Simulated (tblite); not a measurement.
A tight-binding relaxation on `C(=O)C1=C(C(F)(F)F)BC=C1`.

Computed with GFN2-xTB geometry optimisation, gas phase (tblite 0.8.0). Start geometry: from a force field or distance geometry. A driver script takes a list of jobs; this job's settings line and coordinates (Å) are shown.

Input:
```
{"job": {"kind": "relax", "xc": "GFN2-xTB", "basis": "xTB"}, "charge": 0, "multiplicity": 1}
O     -2.272700    -1.740700    -1.147400
C     -1.085500    -1.547900    -0.825700
C     -0.647800    -0.267600    -0.239800
C      0.585300     0.048000     0.132600
C      1.790400    -0.857300     0.077000
F      2.020900    -1.219300    -1.246700
F      1.575400    -1.988300     0.824300
F      2.916900    -0.198900     0.560700
B      0.560400     1.496400     0.679800
C     -0.933800     1.902600     0.510300
C     -1.570700     0.865600    -0.021200
H     -0.372600    -2.357000    -0.958000
H      1.439300     2.146000     1.122900
H     -1.381300     2.850400     0.757300
H     -2.628500     0.875800    -0.248000
```

Question: Estimate the output.

Answer: 
```
step      E/eV     max force
  0    -932.82340    3.193
  1    -932.97789    3.761
  2    -933.09650    0.776
  3    -933.12543    0.584
  4    -933.14188    0.290
  5    -933.15049    0.216
  6    -933.15615    0.263
  7    -933.16060    0.216
  8    -933.16327    0.123
  9    -933.16459    0.079
... (7 lines left out)
 17    -933.16817    0.055
 18    -933.16844    0.045
 19    -933.16866    0.046
 20    -933.16883    0.047
 21    -933.16896    0.032
 22    -933.16905    0.025
 23    -933.16910    0.020
 24    -933.16912    0.016
 25    -933.16914    0.011
 26    -933.16915    0.010
```

«max force» is the largest atomic force in eV/Å.

Question: From which step on does the largest force stay under 0.1 eV/Å, and how much energy is left to gain from there?

Answer: From step 9 (0.079 eV/Å), 4.6 meV above the end.

In short: energy lowered by 8.0 kcal/mol over 26 steps; largest atomic force 0.010 eV/Å at the end.

On one thread of an Arm Neoverse V2, shared host with 96 logical CPUs at a one-minute load of 32, this took 0.15 s.
Labels such as C1 count atoms from 1, the log's own numbers from 0.
